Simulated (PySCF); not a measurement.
Bonding in `F[Si@H](CCl)O[SiH3]`

Compound: CH₆ClFOSi₂.
Numbering: `[F:1][Si@H:2]([CH2:3][Cl:4])[O:5][SiH3:6]` (hydrogens: H7 on Si2; H8, H9 on C3; H10, H11, H12 on Si6)

Geometry (PBE0-D3(BJ)/def2-SVP, Å), atoms numbered from 1 in this order:
```xyz
12
CH6ClFOSi2 angstrom
F     -1.0205   -2.1302   -1.1902
Si    -0.5366   -1.2246    0.0637
C     -1.7575    0.1933    0.2053
Cl    -1.1460    1.3180    1.4614
O      0.9574   -0.6463   -0.2536
Si     1.9370    0.7001   -0.3209
H     -0.5267   -2.0848    1.2680
H     -2.7607   -0.1421    0.5062
H     -1.8512    0.7509   -0.7384
H      2.3355    1.1096    1.0547
H      1.2243    1.8210   -1.0010
H      3.1474    0.3337   -1.1073
```

Bond orders from the PBE0/pcSseg-1 density (PySCF). Isolated species at its PBE0-D3(BJ)/def2-SVP geometry (one conformer only).

(1) Where do the orders between heavy atoms depart from those drawn in the SMILES?

(2) Set the Mayer orders of the bonds beside their lengths.

Answers

(1) The largest departure is 0.154, at Si2–C3 (drawn single, 0.846). Drawn single, order below 0.88: Si2–C3 (0.846) and O5–Si6 (0.857).

(2) 
```
   bond  drawn as  length (Å)  Mayer order
 F1–Si2    single       1.621        0.942
 Si2–C3    single       1.876        0.846
 C3–Cl4    single       1.793        0.946
 Si2–O5    single       1.633        0.979
 O5–Si6    single       1.666        0.857
 Si2–H7    single       1.480        0.925
  C3–H8    single       1.100        0.934
  C3–H9    single       1.100        0.928
Si6–H10    single       1.490        0.931
Si6–H11    single       1.492        0.926
Si6–H12    single       1.489        0.927
```

By pair of heavy elements: O–Si: lowest O5–Si6 (0.857, 1.666 Å), highest Si2–O5 (0.979, 1.633 Å).

Sum the orders of all bonds at each heavy atom with more than one neighbour and set the sums beside the valence in the SMILES.

Si2 3.692 (drawn 4), C3 3.654 (drawn 4), O5 1.836 (drawn 2), Si6 3.641 (drawn 4). Orders between atoms that aren't bonded are not in these sums.

The Mayer order sums products of elements of PS (density times overlap matrix) between the two atoms' basis functions, so it depends on the basis set.
